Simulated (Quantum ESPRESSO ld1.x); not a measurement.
ld1.x (Quantum ESPRESSO 7.5) input

```
 &input
    zed=44.0,
    iswitch=1,
    rel=1,
    dft='PW91',
    config='[Ar] 3d10 4s2 4p4 5s0 4d0 5p0 4f0',
    prefix='ld1',
    max_out_wfc=37,
    file_charge='ld1.rho',
 /
```

It prints:

```
     Program LD1 v.7.5 starts

     --------------------------- All-electron run ----------------------------

     scalar relativistic calculation

     atomic number is 44.00
     dft =PW91   lsd =0 sic =0 latt =0  beta=0.20 tr2=1.0E-14
     Exchange-correlation= PW91
                           (   1   4   2   2   0   0   0)
     mesh =2049 r(mesh) =  99.46545 a.u. xmin = -8.00 dx = 0.00800
     1 Ry =  13.60569312 eV, c = 137.03599908

     n l     nl                  e(Ry)          e(Ha)          e(eV)
     1 0     1S 1( 2.00)     -1626.9569      -813.4785    -22135.8767
     2 0     2S 1( 2.00)      -246.1679      -123.0840     -3349.2855
     2 1     2P 1( 6.00)      -222.0035      -111.0017     -3020.5111
     3 0     3S 1( 2.00)       -54.7097       -27.3549      -744.3640
     3 1     3P 1( 6.00)       -46.7609       -23.3804      -636.2142
     3 2     3D 1(10.00)       -34.0026       -17.0013      -462.6294
     4 0     4S 1( 2.00)       -18.1152        -9.0576      -246.4697
     4 1     4P 1( 4.00)       -15.6418        -7.8209      -212.8180
     5 0     5S 1( 0.00)        -8.7485        -4.3743      -119.0296
     4 2     4D 1( 0.00)       -11.8510        -5.9255      -161.2414
     5 1     5P 1( 0.00)        -7.8046        -3.9023      -106.1867
     4 3     4F 1( 0.00)        -8.0847        -4.0424      -109.9984

     final scf error:  8.3E-15 reached in  46 iterations

     Etot =   -9002.599963 Ry,   -4501.299982 Ha, -122486.612409 eV

     Ekin =    9312.345472 Ry,    4656.172736 Ha,  126700.914743 eV
     Encl =  -21232.239533 Ry,  -10616.119766 Ha, -288879.335395 eV
     Eh   =    3172.727037 Ry,    1586.363518 Ha,   43167.150427 eV
     Exc  =    -255.432939 Ry,    -127.716470 Ha,   -3475.342184 eV

     normalization and overlap integrals

     s(1S/1S) =  1.000000  <r> =   0.0334  <r2> =    0.0015  r(max) =   0.0217
     s(1S/2S) = -0.009994
     s(1S/3S) = -0.004091
     s(1S/4S) = -0.001878
     s(1S/5S) = -0.001079
     s(2S/2S) =  1.000000  <r> =   0.1456  <r2> =    0.0250  r(max) =   0.1229
     s(2S/3S) = -0.002480
     s(2S/4S) = -0.001099
     s(2S/5S) = -0.000626
     s(2P/2P) =  1.000000  <r> =   0.1269  <r2> =    0.0197  r(max) =   0.0983
     s(2P/3P) = -0.002028
     s(2P/4P) = -0.000861
     s(2P/5P) = -0.000497
     s(3S/3S) =  1.000000  <r> =   0.4013  <r2> =    0.1842  r(max) =   0.3620
     s(3S/4S) = -0.000714
     s(3S/5S) = -0.000394
     s(3P/3P) =  1.000000  <r> =   0.4010  <r2> =    0.1868  r(max) =   0.3534
     s(3P/4P) = -0.000613
     s(3P/5P) = -0.000342
     s(3D/3D) =  1.000000  <r> =   0.3805  <r2> =    0.1729  r(max) =   0.2987
     s(3D/4D) = -0.000437
     s(4S/4S) =  1.000000  <r> =   0.9395  <r2> =    0.9909  r(max) =   0.8797
     s(4S/5S) = -0.000249
     s(4P/4P) =  1.000000  <r> =   0.9949  <r2> =    1.1171  r(max) =   0.9229
     s(4P/5P) = -0.000218
     s(5S/5S) =  1.000000  <r> =   1.8007  <r2> =    3.6094  r(max) =   1.7929
     s(4D/4D) =  1.000000  <r> =   1.1069  <r2> =    1.3990  r(max) =   1.0078
     s(5P/5P) =  1.000000  <r> =   1.9155  <r2> =    4.0984  r(max) =   1.9114
     s(4F/4F) =  1.000000  <r> =   1.2959  <r2> =    1.9210  r(max) =   1.1094

     ------------------------ End of All-electron run ------------------------
```

Run on one thread of a shared host, so times are rough (Intel(R) Xeon(R) Processor @ 2.60GHz): 0.84 s of CPU time, 0.86 s wall, 46 iterations on 2049 mesh points.
